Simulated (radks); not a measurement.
Values are calculated unless marked as measured or tabulated.
Species: Tc XXII. Configuration: [Ar] 3d4. Code: a radial shooting solver on a logarithmic mesh with Libxc functionals. Model: scalar-relativistic Kohn-Sham, exchange-only LDA, spin-polarised, spherical densities, point nucleus; open shells are filled with parallel spins first (spin-orbit coupling, left out, can overturn this in heavy ions).

Normalised radial functions P(r) = r R(r), r in bohr:

```
   r/bohr * 2p up, o 2p down (the largest magnitude, 2.67, reaches the edge; | marks zero, & curves that meet)
 0.001637 &
 0.002272 &
 0.003179 |&
 0.004413 |&
 0.006176 | &
 0.008573 |  &
    0.012 |    &
  0.01679 |        &
   0.0233 |              &
  0.03261 |                       &
  0.04527 |                                  &
  0.06335 |                                              &
  0.08794 |                                                      &
   0.1231 |                                                     &
   0.1722 |                                        &
    0.239 |                      &
   0.3345 |       &
   0.4643 | &
   0.6498 &
    0.902 &
    1.262 &
```

2p up: eigenvalue -3437.1 eV, 0 radial nodes, <r> = 0.130 bohr, 90 % of the charge inside 0.211 bohr. 2p down: eigenvalue -3429.4 eV, 0 radial nodes, <r> = 0.130 bohr, 90 % of the charge inside 0.211 bohr.
